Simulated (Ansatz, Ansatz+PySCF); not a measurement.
```xyz
2

C     0.0000    0.0000   -0.1615
H     0.0000    0.0000    0.9688
```

Basis set: def2-SVP (spherical functions). Frozen core: 1 orbital. Correlation on ROHF uses semicanonical orbitals with singles. Charge 0, multiplicity 2.

Computed with Ansatz (development build ahead of 0.2.0); each method stands on the lowest determinant of its kind that the runs found. Restricted functionals stand beside restricted open-shell atoms, which can lie above the unrestricted atoms usual in DFT and then raise those values.

Question: Give the atomization energy at this shape (free ground-state atoms in the same class of orbitals less the molecule, no zero-point energy) of doublet CH by ωB97X (unrestricted), ωB97X (restricted open-shell), r²SCAN (unrestricted), r²SCAN (restricted open-shell), PBE0 (unrestricted), PBE (unrestricted), ROHF-CCSD(T), ROHF-MP2, UHF-MP2, UHF, ROHF.

Answer:

```json
{"method": "ωB97X (unrestricted)", "atomization energy": "342.3 kJ/mol"}
{"method": "ωB97X (restricted open-shell)", "atomization energy": "345.0 kJ/mol"}
{"method": "r²SCAN (unrestricted)", "atomization energy": "344.0 kJ/mol"}
{"method": "r²SCAN (restricted open-shell)", "atomization energy": "337.5 kJ/mol"}
{"method": "PBE0 (unrestricted)", "atomization energy": "345.0 kJ/mol"}
{"method": "PBE (unrestricted)", "atomization energy": "350.9 kJ/mol"}
{"method": "ROHF-CCSD(T)", "atomization energy": "326.2 kJ/mol"}
{"method": "ROHF-MP2", "atomization energy": "310.4 kJ/mol"}
{"method": "UHF-MP2", "atomization energy": "300.9 kJ/mol"}
{"method": "UHF", "atomization energy": "244.2 kJ/mol"}
{"method": "ROHF", "atomization energy": "236.0 kJ/mol"}
```

Caution for PBE0 (unrestricted), UHF-MP2, UHF: the unrestricted determinant is spin contaminated. Caution for UHF-MP2: another reference gives a lower total. Caution for UHF-MP2, UHF: the determinant breaks the point group.
